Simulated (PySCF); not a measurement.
Low-lying terms of Re⁷⁺ (rhenium, charge +7)

Ground state [Xe] 4f14, ¹S. All numbers are calculated (PySCF 2.14, scalar relativity through the core potential, in aug-cc-pVQZ-PP with ECP60MDF). Vertical excitation energies in eV without spin-orbit coupling; excited terms of each kind are numbered among those the solver found. Frozen: nothing.

```json
{"term": "1 3P°", "leading excitation": "5p → d", "EOM-EE-CCSD": "46.442"}
{"term": "1 3F°", "leading excitation": "5p → d", "EOM-EE-CCSD": "47.844"}
{"term": "1 1D°", "leading excitation": "5p → d", "EOM-EE-CCSD": "50.113"}
{"term": "1 3D°", "leading excitation": "5p → d", "EOM-EE-CCSD": "50.294"}
{"term": "1 1F°", "leading excitation": "5p → d", "EOM-EE-CCSD": "50.550"}
{"term": "1 1P°", "leading excitation": "5p → d", "EOM-EE-CCSD": "60.556"}
{"term": "1 3S", "leading excitation": "5p → p", "EOM-EE-CCSD": "77.186"}
{"term": "1 3D", "leading excitation": "5p → p", "EOM-EE-CCSD": "78.656"}
{"term": "1 1D", "leading excitation": "5p → p", "EOM-EE-CCSD": "79.143"}
{"term": "1 1P", "leading excitation": "5p → p", "EOM-EE-CCSD": "79.547"}
{"term": "1 3P", "leading excitation": "5p → p", "EOM-EE-CCSD": "79.629"}
{"term": "1 1S", "leading excitation": "5p → p", "EOM-EE-CCSD": "81.185"}
{"term": "1 3G", "leading excitation": "5p → f", "EOM-EE-CCSD": "90.030"}
{"term": "1 1G", "leading excitation": "5p → f", "EOM-EE-CCSD": "90.494"}
```

The spin-orbit splitting of the hole, absent here, rivals or exceeds the spacing of these terms, so the LS terms are model states.

The 4f shell lies in the core potential, so 4f excitations, among the lowest in this ion, cannot appear.

The solver can miss terms.
